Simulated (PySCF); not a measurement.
C₅H₄F₄O₂.
Numbering: `[F:1][C@@H:2]1[CH:3]=[CH:4][O:5][C@@H:6]1[O:7][C:8]([F:9])([F:10])[F:11]`

Structure used (GFN2-xTB), in Å, numbered top down from 1:
```
atom  x, y, z in Å
F1    -0.5816   -2.1094    0.5881
C2    -1.0017   -0.8282    0.8049
C3    -2.0780   -0.3824   -0.1450
C4    -1.6794    0.7350   -0.7333
O5    -0.4527    1.1830   -0.3239
C6     0.1231    0.2000    0.4875
O7     1.1472   -0.4933   -0.2194
C8     2.2775    0.1647   -0.4323
F9     3.1623   -0.6560   -0.9778
F10    2.8295    0.6485    0.6959
F11    2.1595    1.2165   -1.2505
H12   -1.3090   -0.7831    1.8582
H13   -2.9855   -0.9267   -0.2981
H14   -2.1672    1.3637   -1.4539
H15    0.5515    0.6757    1.3777
```

NICS is the negative of the GIAO shielding at a point without a nucleus: at the ring centre (0) and 1 Å above and below it (1); zz is the component along the ring normal. Level: GIAO PBE0/pcSseg-1 (PySCF, non-relativistic, gas phase) on the GFN2-xTB geometry, one conformer.

Ring bond lengths (Å), with Mayer bond orders in brackets: C2–C3 1.503 (1.03), C3–C4 1.324 (1.78), C4–O5 1.369 (1.00), O5–C6 1.399 (0.96), C6–C2 1.557 (0.99).

Q: What do the NICS probes read (ppm)?

A: 
```
          ring                                                     type  NICS(0)  NICS(1), two faces  NICS(1)zz, two faces  rms pucker (Å)  centre to ring atoms, mean (Å)
C2–C3–C4–O5–C6  5-membered ring with O; formal bonds 1 double, 4 single     -3.8         -3.5 / -2.2            -4.6 / 0.3            0.05                            1.21
```

Q: What do they say, and how far can they be read as aromaticity?

A: 
- C2–C3–C4–O5–C6: mean NICS(1)zz -2.1 ppm, near zero. C2, C6 have four or more neighbours; no verdict on aromaticity is drawn. The two faces differ by 4.9 ppm, so no symmetry operation interchanges them.

Q: At the first NICS(1) probe listed for ring C2–C3–C4–O5–C6, 1 Å off the ring, what do the in-plane components average?

A: The isotropic value is a third of the trace: (3 × -3.5 − (-4.6))/2 = -3.0 ppm.

Q: Give the inner angles of the rings and the Hirshfeld charges of the ring atoms.

A: 
- C2–C3–C4–O5–C6: C2 101.1° (+0.058 e), C3 108.4° (-0.100 e), C4 114.4° (+0.042 e), O5 108.2° (-0.121 e), C6 106.6° (+0.112 e); sum 538.7° against 540° for a flat convex ring.

On one thread of an Arm Neoverse V1, on a shared host, this took 47 s of wall time and 0.92 GiB of memory at its peak. This is the whole shielding run at PBE0/pcSseg-1, SCF included.
